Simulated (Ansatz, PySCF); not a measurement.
Dissociation curve of PH, triplet.

Computed with: UMP2/3-21G = unrestricted MP2 (frozen core)/3-21G (PySCF); UHF/aug-cc-pVDZ (Ansatz, a quantum-chemistry and plane-wave program); UHF/STO-3G = unrestricted Hartree-Fock/STO-3G in PySCF 2.14.0; FCI = full CI/aug-cc-pVDZ, frozen core in Ansatz.

Energies relative to the lowest point of each curve near equilibrium, in kcal/mol:

```
R / Å  UMP2/3-21G   UHF  UHF/STO-3G
-----  ----------  ----  ----------
1.13         39.2  36.5        37.8
1.23         15.3  13.4        12.7
1.26         10.8   9.1         8.2
1.56          1.7   3.8         7.5
1.66          6.1  10.0        17.2
1.89         21.6  27.7        40.2
2.12         34.1  39.7        53.6
2.85         45.1  48.6        65.3
3.15         46.0  49.1        66.1
3.53         46.5  49.3        66.4
4.29         46.8  49.4        66.6
4.97         46.8  49.4        66.6
```

Problem. What does FCI give at the same points?

Solution. 1.13: 38.7; 1.23: 15.1; 1.26: 10.6; 1.56: 2.3; 1.66: 7.2; 1.89: 22.0; 2.12: 36.6; 2.85: 61.0; 3.15: 63.7; 3.53: 65.0; 4.29: 65.7; 4.97: 65.8 (kcal/mol).

The unrestricted determinant behind UMP2/3-21G, UHF is spin-contaminated at 1.89 to 5.72 Å (<S²> up to 3.0, against 2.00 for a pure triplet). The unrestricted determinant behind UHF/STO-3G is spin-contaminated at 1.73 to 5.72 Å (<S²> up to 3.0, against 2.00 for a pure triplet).
